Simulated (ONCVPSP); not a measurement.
**Plane-wave convergence, ONCV potential for erbium**

Er, optimised norm-conserving Vanderbilt (ONCV), made with ONCVPSP 4.0.1 (LDA (Perdew-Wang 92), scalar-relativistic). Core [Kr] 4d10, reference 4f12 5s2 5p6 5d0.5 6s1.5. Waves: 5s+6s: rc 2.00 bohr, ncon 4, nbas 7, qcut 4.8 1/bohr, 2 projectors; 5p: rc 1.60 bohr, ncon 4, nbas 7, qcut 6 1/bohr, 2 projectors, debl 3.1 Ha; 5d: rc 3.95 bohr, ncon 4, nbas 9, qcut 4.2 1/bohr, 2 projectors, debl 3.8 Ha; 4f: rc 1.15 bohr, ncon 4, nbas 8, qcut 16.5 1/bohr, 2 projectors, debl 2.3 Ha. Local part: polynomial inside 1.00 bohr (lpopt 2, dvloc0 2 Ha). Core correction: Teter function, fcfact 4.75, rcfact 1.6.

Problem. For each optimised wave give the share of its norm inside rc, the residual kinetic energy above qcut (Ha) and the cutoffs (Ha) for errors of 10, 1, 0.1 and 0.01 mHa per electron.

Solution.

```
         wave  norm inside rc  residual KE  10 mHa  1 mHa  0.1 mHa     0.01 mHa
           5s           0.945      2.9e-04     6.0    9.8     24.0         33.3
           6s           0.048      1.9e-04     2.8    8.9     12.9         35.1
           5p           0.630      9.4e-04    11.3   17.9     51.1         61.9
p projector 2           0.076      1.5e-03    11.5   19.2     43.3         67.7
           5d           0.634      4.1e-08     3.8    5.2      6.3          7.1
d projector 2           0.209      1.9e-04     6.7    7.5     16.5         26.8
           4f           0.812      6.8e-05    96.1  110.0    126.7  not reached
f projector 2           0.044      7.9e-07    85.5  102.8    116.2        126.3
```

The occupied waves need 110 Ha and 127 Ha for 1 and 0.1 mHa. Note: no bound ghost flagged; GHOST(+) flagged for s at 106.8 eV. Tests left out (the all-electron energies of this program are off by 10 to 40 meV for near-neutral 4f atoms).
